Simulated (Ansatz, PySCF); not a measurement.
Gas-phase reaction (SMILES): COC=C(F)F + 6 [H][H] (H2) → 3 C (CH4) + 2 F (HF) + O (H2O); energy of full hydrogenation.

Structures are relaxed separately at B3LYP-D3(BJ)/def2-TZVP in Ansatz (an electronic-structure program), one conformer each, not searched for the lowest. Cores are frozen in the correlated levels unless marked. Spin-orbit coupling is left out. No relativistic terms. CBS(X,Y): correlation extrapolated as X^-3; Hartree-Fock from the larger set. [CCSD(T)-MP2]/basis is that difference in the basis named. Thermal terms are rigid-rotor harmonic-oscillator values from B3LYP-D3(BJ) frequencies (PySCF) at 298.15 K and 1 atm. 1 Eh = 627.5095 kcal/mol.

| species | E, RI-MP2/CBS(cc-pVTZ,cc-pVQZ)+[CCSD(T)-MP2]/cc-pVTZ (Ansatz) (Eh) | E, r2SCAN-D4/def2-TZVPD (Ansatz + dftd4) (Eh) | H - E (Eh) | G - E (Eh) |
|---|---|---|---|---|
| COC=C(F)F | -391.24429 | -391.55975 | 0.07667 | 0.03862 |
| [H][H] (H2) | -1.17529 | -1.17100 | 0.01336 | -0.00144 |
| C (CH4) | -40.46125 | -40.49957 | 0.04840 | 0.02728 |
| F (HF) | -100.39237 | -100.44728 | 0.01259 | -0.00713 |
| O (H2O) | -76.37659 | -76.42298 | 0.02495 | 0.00353 |

Work out ΔE and ΔH, ΔG, ΔS and the equilibrium constant at 298.15 K at the first level, then ΔH at the second.


1. ΔE = [3×(-40.46125) + 2×(-100.39237) + (-76.37659)] - [(-391.24429) + 6×(-1.17529)] = -0.24905 Eh = -156.3 kcal/mol at RI-MP2/CBS(cc-pVTZ,cc-pVQZ)+[CCSD(T)-MP2]/cc-pVTZ.
2. The terms H - E add up to 0.03850 Eh, so ΔH = (-0.24905 + (0.03850))×627.5095 = -132.1 kcal/mol.
3. The terms G - E add up to 0.04113 Eh, so ΔG = -130.5 kcal/mol, and ΔS = (0.03850 - (0.04113))×627509.5/298.15 = -5.5 cal/(mol K).
4. log10 K = -ΔG/(RT ln 10) = 95.7, with RT ln 10 = 1.3642 kcal/mol.
5. At r2SCAN-D4/def2-TZVPD the same steps give ΔE = -144.6 and ΔH = -120.5 kcal/mol, a shift of +11.6 from the first level.
6. These values are not checked against measurement here, since the tables used lack a sound gas-phase enthalpy of formation for at least one species.
